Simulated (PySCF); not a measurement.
Worked example: oscillator strength and radiative lifetime

C₃H₅BF₂, SMILES FB1CC[C@@H]1F.

Geometry optimised at PBE-D3(BJ)/def2-SVP. The structure was generated by enumeration; whether it is a known compound was not checked.

TDA-PBE/def2-SVPD (PySCF) puts the first singlet state with f over 0.02 at 6.43 eV (vertical), with the transition dipole (0.518, 0.076, 0.048) in atomic units.

Q: Find the oscillator strength, the wavelength and the radiative lifetime that this transition would have in vacuum if emission retraced absorption.

A: 
|μ|² = 0.2764 au, so |μ| = 1.34 D. ΔE = 6.43/27.211 = 0.2363 hartree. f = (2/3) ΔE |μ|² = 0.044 (the program prints 0.044).
λ = 1239.84/6.43 = 193 nm; ν = 51861 cm⁻¹.
Einstein's coefficient A = 0.6670 ν² f s⁻¹ (ν in cm⁻¹) = 7.8e7 s⁻¹, so τ = 1/A = 13 ns. This state is S3; the lower singlets have f = 0.006, 0.016. The figure is the radiative limit of this one transition; relaxation, internal conversion, crossing to triplets and a medium change what is measured.
